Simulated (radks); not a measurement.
Results of a calculation; reference values are marked as such.
Valence configurations of Sm3+ (all share [Xe]). Level of theory: scalar-relativistic Kohn-Sham, PBE, spin-polarised, spherical densities, finite nucleus; open shells are filled with parallel spins first (spin-orbit coupling, left out, can overturn this in heavy ions); Fermi nuclear charge, rms radius 5.0819 fm (a radial shooting solver on a logarithmic mesh with Libxc functionals). Energies are relative to 4f5; eigenvalues in eV for spin up.

\begin{tabular}{lrrrrrr}
valence & E (eV) & moment (Bohr magnetons) & e(4f) & e(5d) & e(6p) & e(6s) \\ \hline
4f5 & 0.000 & 5 & -33.851 & - & - & - \\
4f4.5 6s0.5 & 6.716 & 5 & -38.729 & - & - & -23.511 \\
4f4 5d1 & 11.457 & 5 & -40.739 & -26.867 & - & - \\
4f3.5 5d1.5 & 19.076 & 5 & -44.403 & -27.884 & - & - \\
4f4 6p1 & 20.760 & 5 & -44.934 & - & -19.943 & - \\
4f3 5d2 & 28.055 & 5 & -48.195 & -28.887 & - & - \\
4f3 6s2 & 39.646 & 3 & -54.891 & - & - & -26.572 \\
4f3 5d0.5 6p1.5 & 44.545 & 5 & -54.742 & -33.154 & -21.469 & - \\
4f3 6p2 & 50.494 & 5 & -56.913 & - & -22.345 & - \\
4f1 5d0.5 6p3.5 & 133.59 & 4 & -80.834 & -43.119 & -25.474 & - \\
\end{tabular}

NIST lists [Xe] 4f5 as the ground configuration; this level of theory agrees among the configurations tried. The energies are those of spherical high-spin densities, not of single terms.
